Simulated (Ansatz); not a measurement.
Ideal-gas functions of `N#[C][Ga]([C]#N)[C]#N` at 298.15 K and 1 bar, from an Ansatz frequency run at PBE0-D4/def2-TZVP.

Molar mass 147.78 g/mol, point group D3h (symmetry number 6), electronic degeneracy 1, moments of inertia 262.581, 262.668, 525.248 u Å². Harmonic wavenumbers (cm⁻¹, unscaled): 78, 78, 85, 219, 220, 240, 323, 345, 345, 437, 522, 522, 2329, 2329, 2330.

Use S(trans) = R[1.5 ln M + 2.5 ln T − 1.1517]; rotational temperatures θ = 24.2544 K / I; S(rot) = R[ln(√π/σ · √(T³/θAθBθC)) + 1.5]; for each mode x = 1.438777 ν̃/T, S = R[x/(eˣ − 1) − ln(1 − e⁻ˣ)] and H = RT x/(eˣ − 1); 1 cm⁻¹ = 0.0119627 kJ/mol; R = 8.31446 J/(mol·K).

By hand: the entropy, in J/(mol·K).

Translation 171.2. Rotation: θ = 0.0924, 0.0923, 0.0462 K, giving 106.0. Vibration, mode by mode: 16.49, 16.49, 15.78, 8.23, 8.20, 7.54, 5.42, 4.97, 4.97, 3.50, 2.53, 2.53, 0.00, 0.00, 0.00, in all 96.7. Electronic 0.0. Sum 373.9 J/(mol·K).

By hand: H − E and G − E in kJ/mol, counted from the electronic energy.

Zero-point energy ½ × 10402 × 0.0119627 = 62.2; thermal vibration 15.0; translation, rotation and pV give 4 RT = 9.9. H − E = 87.1 kJ/mol, and G − E = 87.1 − 298.15 × 373.9/1000 = -24.4 kJ/mol.

Vibration gives 26 % of the entropy, 48.8 J/(mol·K) of it from the modes under 150 cm⁻¹: soft modes count most, and the harmonic formula is weakest for them.
